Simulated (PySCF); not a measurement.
C2H6N2OSi.

```xyz
12

N      2.1274     0.2009     0.6465
Si     0.7292     0.3947    -0.3393
C     -0.8228     0.9571     0.6431
O     -1.7751    -0.1117     0.4161
C     -1.2675    -1.0788    -0.3935
N     -0.1017    -1.0657    -0.8964
H      2.1186    -0.4335     1.4400
H      3.0495     0.2365     0.2231
H      1.1379     1.2755    -1.4627
H     -1.2756     1.8965     0.2886
H     -0.6617     1.0493     1.7294
H     -2.0144    -1.8735    -0.5460
```
Charge 0, spin multiplicity 1.

Coordinates come from a B3LYP-D3(BJ)/def2-SVP optimisation. The structure was generated by enumeration; whether it is a known compound was not checked. The values are those of a single conformer.

These are PySCF with PBE0/pcSseg-1 values and carry that method's errors. Non-relativistic, no solvent.

Computed absolute GIAO shielding of each atom: isotropic value and principal components (ppm):
```tsv
atom	σ(iso)	σ11	σ22	σ33	span
N1	239.0	215.4	238.6	263.0	47.7
Si2	348.6	303.8	359.6	382.3	78.5
C3	132.0	101.0	116.4	178.5	77.5
O4	120.4	-50.2	170.3	241.1	291.4
C5	14.2	-87.6	58.5	71.7	159.3
N6	5.1	-127.4	-90.7	233.5	360.9
H7	30.8	23.7	27.1	41.5	17.7
H8	30.1	23.4	25.5	41.3	17.9
H9	26.1	22.9	24.2	31.3	8.3
H10	28.0	23.7	26.7	33.7	9.9
H11	28.2	24.6	26.7	33.3	8.7
H12	24.1	20.1	24.5	27.6	7.5
```
